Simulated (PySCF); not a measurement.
# One molecule, several mistakes: CClGe2H5

All numbers below are calculated, not measured. The program is PySCF 2.14.0, an open-source quantum chemistry code, run on an isolated molecule that a program drew, which may never have been made. The molecule is CClGe2H5 (charge 0, singlet), drawn as the SMILES string `[Cl][Ge][CH2][GeH3]`.

Each row is a Hartree-Fock (HF) and frozen-core CCSD(T) single point in the cc-pV(D+d)Z basis, meant for a local HF minimum. Run 1 is clean. Each other run has one planted mistake out of seven kinds, and not every kind appears here: one electron removed, one electron added, multiplicity raised by two, geometry at a saddle point, minimal basis STO-3G, one bond length entered in bohr, all coordinates scaled. The reference is restricted for singlets and unrestricted otherwise, and also for a bond in bohr. Adding or removing an electron swaps singlet and doublet. Electrons count all cores. HOMO and LUMO are orbital energies over both spins, the gradient is its largest component, and the lowest frequency (negative if imaginary) is given only where the gradient is small. Bond lengths are over the 8 bonds as drawn. T1 is the CCSD diagnostic: over 0.02 (restricted) or 0.045 (unrestricted) a single reference is doubtful. Germanium has the cc-pVDZ-PP basis, with a core potential (ECP10MDF) in place of its 10 inner electrons, and its 3s, 3p and 3d shells are frozen in CCSD(T).

Geometry of the clean run:
```xyz
9
CClGe2H5, angstrom
Cl    2.0994   -2.3189   -0.8405
Ge    1.7905   -0.1332   -0.5161
C    -0.1712   -0.1913   -0.2412
Ge   -0.7519   -0.9158    1.5108
H    -0.5545    0.8316   -0.3215
H    -0.6441   -0.8069   -1.0126
H    -2.1557   -0.3940    1.8335
H     0.2043   -0.4426    2.6172
H    -0.7576   -2.4423    1.4784
```

| run | electrons | basis functions | <S^2> | HOMO (eV) | LUMO (eV) | gradient (hartree/bohr) | lowest frequency (cm^-1) | mean bond (Å) | longest bond (Å) | T1 | HF (hartree) | CCSD(T) (hartree) | mistake |
|---|---|---|---|---|---|---|---|---|---|---|---|---|---|
| 1 | 92 | 108 | 0.000 | -9.30 | 0.40 | 1.7e-05 | 33 | 1.6226 | 2.231 | 0.0130 | -1087.06723 | -1087.59677 | no fault |
| 2 | 92 | 108 | 2.013 | -7.63 | -0.83 | 2.1e-02 | - | 1.6226 | 2.231 | 0.0163 | -1087.00936 | -1087.52055 | multiplicity raised by two |
| 3 | 92 | 108 | 0.000 | -9.18 | 0.58 | 2.1e-02 | - | 1.5788 | 2.171 | 0.0124 | -1087.06122 | -1087.58820 | all coordinates scaled |
| 4 | 91 | 108 | 0.785 | -16.55 | -7.14 | 5.3e-02 | - | 1.6226 | 2.231 | 0.0239 | -1086.76522 | -1087.27577 | one electron removed |
| 5 | 92 | 108 | 0.841 | -8.96 | 0.32 | 6.8e-03 | - | 1.7936 | 2.905 | 0.0407 | -1086.96397 | -1087.48183 | ? |

**Which mistake was planted in run 5, and what did it cost?**

The mean bond changes by a factor of 1.105 and the longest by 1.302, so the molecule wasn't scaled as a whole. A length L in bohr read as angstrom grows by (1/0.5292 - 1) L = 0.890 L. The 8 bonds together grew by 8 x 0.1710 = 1.368 Å, which gives L = 1.538 Å. That is the length of one of the Ge-H bonds, 1.537 Å in the clean geometry. So the mistake is: one bond length entered in bohr. Subtracting run 1 and multiplying by 627.51 kcal/mol a hartree, the energy moved by 64.8 kcal/mol in HF and 72.1 kcal/mol in CCSD(T).

